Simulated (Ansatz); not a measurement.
Total energies of Sn(OMe)H3 (CH6OSn) from Ansatz at PBE0-D4/def2-TZVP, gas phase (1 Eh = 27.2114 eV = 2625.5 kJ/mol). The reference geometry is relaxed at r2SCAN-D4/def2-TZVP.

```tsv
atom	x (Å)	y (Å)	z (Å)
Sn1	0.189	-0.340	1.408
O2	-0.881	-0.255	-0.248
C3	-0.274	0.305	-1.396
H4	0.022	1.354	-1.246
H5	-1.002	0.277	-2.212
H6	0.615	-0.257	-1.718
H7	1.578	-1.277	1.068
H8	-0.863	-1.069	2.524
H9	0.617	1.263	1.820
```

```
                 state                        geometry  energy (Eh)
      charge 0 singlet                       reference   -331.13202
      charge 1 doublet                       reference   -330.77828
      charge 1 doublet  relaxed at r2SCAN-D4/def2-TZVP   -330.79754
free Sn atom (triplet)                               –   -214.25870
 free O atom (triplet)                               –    -75.01860
 free C atom (triplet)                               –    -37.80537
 free H atom (doublet)                               –     -0.50104
```

In the def2 sets Sn takes a core potential; there is no spin–orbit coupling.

(1) Work out the vertical ionisation energy to the doublet.

(2) How much does the charge 1 doublet relax, and what is the adiabatic ionisation energy?

(3) What is the binding energy per atom against free atoms?

(1) E(charge 1 doublet) − E(charge 0 singlet) = -330.77828 − (-331.13202) = 0.35374 Eh = 9.63 eV. For comparison, −ε of the highest occupied level is 7.50 eV at this level, 2.13 eV less.

(2) Relaxation: -330.77828 − (-330.79754) = 0.01926 Eh = 0.52 eV. Adiabatic ionisation energy: 0.33448 Eh = 9.10 eV, without zero-point energy. 

(3) Atoms: 1 × (-214.25870) + 1 × (-75.01860) + 1 × (-37.80537) + 6 × (-0.50104) = -330.08891 Eh. Binding: -330.08891 − (-331.13202) = 1.04311 Eh = 28.38 eV, or 3.15 eV for each of 9 atoms (no zero-point energy, no counterpoise term).
